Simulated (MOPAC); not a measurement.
MOPAC input (PM7):

```
PM7 FORCE THERMO(298,298) PRECISE LET CHARGE=1 GEO-OK AUX(PRECISION=9) THREADS=1
HB2O2

O    -0.00000000 1   -0.00000000 1   -1.89187105 1
B     0.00000000 1    0.00000000 1   -0.64295099 1
B     0.00000000 1   -0.00000000 1    0.90201293 1
O    -0.00000000 1   -0.00000000 1    2.07339872 1
H     0.00000000 1    0.00000000 1   -2.83452191 1
```

From the output:

```
     H    5   3.004328   0.626817   0.103204   0.032580   3.651523

          HEAT OF FORMATION =      66.778924 KCALS/MOLE

          ZERO POINT ENERGY      12.316 KCAL/MOL

           NORMAL COORDINATE ANALYSIS (Total motion = 1 Angstrom)

   Root No.       1         2         3         4         5         6         7         8

                 1 Pi      1 Pi      2 Pi      2 Pi      3 Pi      3 Pi      1 Sig     2 Sig

                 162.6     162.6     421.1     421.1     535.3     535.3     547.6    1520.0

           1    0.0000    0.0000   -0.0000   -0.0000   -0.0000    0.0000    0.2303   -0.2088
           2   -0.1221    0.0019    0.0848    0.0000   -0.0792    0.0006   -0.0000   -0.0000
           3   -0.0019   -0.1221   -0.0000    0.0848   -0.0006   -0.0792    0.0000   -0.0000
           4   -0.0000   -0.0000   -0.0000    0.0000   -0.0000   -0.0000    0.1457    0.3835
           5    0.2392   -0.0037   -0.3422   -0.0001    0.0079   -0.0001    0.0000    0.0000
           6    0.0037    0.2392    0.0001   -0.3422    0.0001    0.0079    0.0000    0.0000
           7   -0.0000   -0.0000    0.0000   -0.0000    0.0000   -0.0000   -0.1774    0.1214
           8    0.1806   -0.0028    0.3938    0.0001    0.0414   -0.0003    0.0000    0.0000
           9    0.0028    0.1806   -0.0001    0.3938    0.0003    0.0414   -0.0000    0.0000
          10    0.0000    0.0000    0.0000    0.0000    0.0000    0.0000   -0.2229   -0.1220
          11   -0.1416    0.0022   -0.1156   -0.0000   -0.0085    0.0001   -0.0000   -0.0000
          12   -0.0022   -0.1416    0.0000   -0.1156   -0.0001   -0.0085   -0.0000   -0.0000
          13    0.0000    0.0000   -0.0000    0.0000   -0.0000   -0.0000    0.2237   -0.1643
          14   -0.3164    0.0049   -0.0637   -0.0000    0.8630   -0.0066    0.0000   -0.0000
          15   -0.0049   -0.3164    0.0000   -0.0637    0.0066    0.8630    0.0000   -0.0000

   Root No.       9        10

                 3 Sig     4 Sig

                1771.6    2537.8

           1    0.0705   -0.0549
           2   -0.0000   -0.0000
           3    0.0000    0.0000
           4   -0.1895   -0.0056
           5   -0.0000   -0.0000
           6   -0.0000    0.0000
           7    0.4320   -0.0022
           8    0.0000   -0.0000
           9    0.0000   -0.0000
          10   -0.2387    0.0012
          11   -0.0000    0.0000
          12   -0.0000   -0.0000
          13    0.0693    0.9361
          14   -0.0000    0.0000
          15    0.0000    0.0000

           MASS-WEIGHTED COORDINATE ANALYSIS (NORMAL COORDINATES)

   Root No.       1         2         3         4         5         6         7         8

                 1 Pi      1 Pi      2 Pi      2 Pi      3 Pi      3 Pi      1 Sig     2 Sig

                 162.6     162.6     421.1     421.1     535.3     535.3     547.6    1520.0

           1    0.0000    0.0000   -0.0000   -0.0000   -0.0000    0.0000    0.6122   -0.5072
           2   -0.3823    0.0060    0.1874    0.0000   -0.3394    0.0026   -0.0000   -0.0000
           3   -0.0060   -0.3823   -0.0000    0.1874   -0.0026   -0.3394    0.0000   -0.0000
           4   -0.0000   -0.0000   -0.0000    0.0000   -0.0000   -0.0000    0.3184    0.7656
           5    0.6158   -0.0096   -0.6218   -0.0001    0.0278   -0.0002    0.0000    0.0000
           6    0.0096    0.6158    0.0001   -0.6218    0.0002    0.0278    0.0000    0.0000
           7   -0.0000   -0.0000    0.0000   -0.0000    0.0000   -0.0000   -0.3877    0.2424
           8    0.4647   -0.0073    0.7154    0.0001    0.1459   -0.0011    0.0000    0.0000
           9    0.0073    0.4647   -0.0001    0.7154    0.0011    0.1459   -0.0000    0.0000
          10    0.0000    0.0000    0.0000    0.0000    0.0000    0.0000   -0.5927   -0.2963
          11   -0.4434    0.0069   -0.2555   -0.0001   -0.0363    0.0003   -0.0000   -0.0000
          12   -0.0069   -0.4434    0.0001   -0.2555   -0.0003   -0.0363   -0.0000   -0.0000
          13    0.0000    0.0000   -0.0000    0.0000   -0.0000   -0.0000    0.1493   -0.1002
          14   -0.2487    0.0039   -0.0353   -0.0000    0.9281   -0.0071    0.0000   -0.0000
          15   -0.0039   -0.2487    0.0000   -0.0353    0.0071    0.9281    0.0000   -0.0000

   Root No.       9        10

                 3 Sig     4 Sig

                1771.6    2537.8

           1    0.1530   -0.2275
           2   -0.0000   -0.0000
           3    0.0000    0.0000
           4   -0.3379   -0.0190
           5   -0.0000   -0.0000
           6   -0.0000    0.0000
           7    0.7701   -0.0075
           8    0.0000   -0.0000
           9    0.0000   -0.0000
          10   -0.5177    0.0049
          11   -0.0000    0.0000
          12   -0.0000   -0.0000
          13    0.0377    0.9736
          14   -0.0000    0.0000
          15    0.0000    0.0000

          DESCRIPTION OF VIBRATIONS

 VIBRATION          2    1Pi         ATOM PAIR     ENERGY CONTRIBUTION    RADIAL
 FREQUENCY           162.65         O 1 -- B 2         +46.2% (137.7%)      0.0%
 TRANSITION DIPOLE   1.3053         B 3 -- O 4         +38.5% (125.6%)      0.0%
 TRAVEL (Ang.)       0.3703         B 2 -- B 3         +11.0% ( 67.0%)      0.0%
 REDUCED MASS        3.0240         O 1 -- H 5          +4.4% ( 42.5%)      0.0%
 EFFECTIVE MASS     15.8108
 FORCE CONSTANT      0.0471

 VIBRATION          4    2Pi         ATOM PAIR     ENERGY CONTRIBUTION    RADIAL
 FREQUENCY           421.09         B 2 -- B 3         +57.0% ( 90.5%)      0.0%
 TRANSITION DIPOLE   1.1791         B 3 -- O 4         +26.6% ( 61.9%)      0.0%
 TRAVEL (Ang.)       0.1879         O 1 -- B 2         +15.2% ( 46.8%)      0.0%
 REDUCED MASS        4.5349         O 1 -- H 5          +1.2% ( 13.0%)      0.0%
 EFFECTIVE MASS     11.2680
 FORCE CONSTANT      0.4738

 VIBRATION          6    3Pi         ATOM PAIR     ENERGY CONTRIBUTION    RADIAL
 FREQUENCY           535.27         O 1 -- H 5         +96.5% ( 98.0%)      0.0%
 TRANSITION DIPOLE   1.4183         O 1 -- B 2          +2.0% ( 14.0%)      0.0%
 TRAVEL (Ang.)       0.3613         B 3 -- O 4          +0.9% (  9.6%)      0.0%
 REDUCED MASS        0.9652         B 2 -- B 3          +0.6% (  7.6%)      0.0%
 EFFECTIVE MASS      2.0074
 FORCE CONSTANT      0.1629

 VIBRATION          7    1Sig        ATOM PAIR     ENERGY CONTRIBUTION    RADIAL
 FREQUENCY           547.62         B 2 -- B 3         +48.3% (140.1%)    100.0%
 TRANSITION DIPOLE   0.3789         O 1 -- H 5         +26.5% (103.8%)    100.0%
 TRAVEL (Ang.)       0.1640         O 1 -- B 2         +17.6% ( 84.6%)    100.0%
 REDUCED MASS        4.5770         B 3 -- O 4          +7.5% ( 55.1%)    100.0%
 EFFECTIVE MASS     18.9277
 FORCE CONSTANT      0.8087

 VIBRATION          8    2Sig        ATOM PAIR     ENERGY CONTRIBUTION    RADIAL
 FREQUENCY          1519.96         O 1 -- B 2         +56.0% ( 94.5%)    100.0%
 TRANSITION DIPOLE   6.3096         B 2 -- B 3         +26.7% ( 65.3%)    100.0%
 TRAVEL (Ang.)       0.0948         B 3 -- O 4         +11.3% ( 42.4%)    100.0%
 REDUCED MASS        4.9338         O 1 -- H 5          +6.0% ( 30.8%)    100.0%
 EFFECTIVE MASS     12.5875
 FORCE CONSTANT      6.7158

 VIBRATION          9    3Sig        ATOM PAIR     ENERGY CONTRIBUTION    RADIAL
 FREQUENCY          1771.65         B 3 -- O 4         +56.8% ( 90.9%)    100.0%
 TRANSITION DIPOLE   0.5295         B 2 -- B 3         +35.7% ( 72.1%)    100.0%
 TRAVEL (Ang.)       0.0864         O 1 -- B 2          +7.1% ( 32.2%)    100.0%
 REDUCED MASS        5.1001         O 1 -- H 5          +0.4% (  8.0%)    100.0%
 EFFECTIVE MASS     12.2299
 FORCE CONSTANT      9.4316

 VIBRATION         10    4Sig        ATOM PAIR     ENERGY CONTRIBUTION    RADIAL
 FREQUENCY          2537.83         O 1 -- H 5         +99.2% (100.0%)    100.0%
```

The dipole moment of an ion depends on the origin.
